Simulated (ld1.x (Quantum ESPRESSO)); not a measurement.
**Configuration tests for N (PAW)**

| Item | Value |
| --- | --- |
| Element | N (Z = 7) |
| Generator | ld1.x (Quantum ESPRESSO) 7.5 |
| Type | PAW |
| Functional | PBE |
| Relativity | scalar-relativistic |
| Frozen core | [He] |
| Valence charge | 5 |
| Reference configuration | 2s2 2p1.5 (charge +1.5) |
| Partial waves | 2s (bound): rcut 0.80, rcutus 1.05 bohr; 2s channel at -2.35 Ry: rcut 0.80, rcutus 1.05 bohr; 2p (bound): rcut 1.55, rcutus 2.15 bohr; 2p channel at -0.35 Ry: rcut 1.55, rcutus 2.15 bohr |
| Local potential | all-electron potential smoothed inside 1.50 bohr (lloc = -1) |
| Core correction | Bessel-smoothed model core inside 0.80 bohr |
| Augmentation charge | PSQ, inside the norm-conserving radii |

Energies are relative to the spin-unpolarised reference configuration 2s2 2p1.5; without spin polarisation the order of configurations can differ from experiment. Not all tests gave a result: 3 of 7 tests not solved or not reliable. Left out of the table: 2s2 2p3 (solver errors, printed error -199 eV); 2s2 2p3.3 (solver errors, printed error -220 eV); 2s1 2p4 (solver errors, printed error -201 eV). The frozen-core shift is the all-electron ΔE with the core orbitals held at their reference shape minus the fully relaxed ΔE.

```json
{"valence configuration": "2s2 2p2", "charge": "+1", "ΔE all-electron (eV)": "-12.323", "error AE − PS (meV)": "-2.7", "frozen-core shift (meV)": "+0.2"}
{"valence configuration": "2s2 2p1", "charge": "+2", "ΔE all-electron (eV)": "16.531", "error AE − PS (meV)": "-4.7", "frozen-core shift (meV)": "+0.4"}
{"valence configuration": "2s2 2p0", "charge": "+3", "ΔE all-electron (eV)": "63.613", "error AE − PS (meV)": "-6.9", "frozen-core shift (meV)": "+5.8"}
```

**Question.** What are ΔE and the potential's error for 2s1 2p3?

**Answer.** ΔE = -0.542 eV all-electron; the error (AE − PS) is -5.4 meV.

Levels in the configuration 2s1 2p3:

```
level  all-electron (eV)  pseudo (eV)
   2s            -32.575      -32.564
   2p            -20.787      -20.773
```
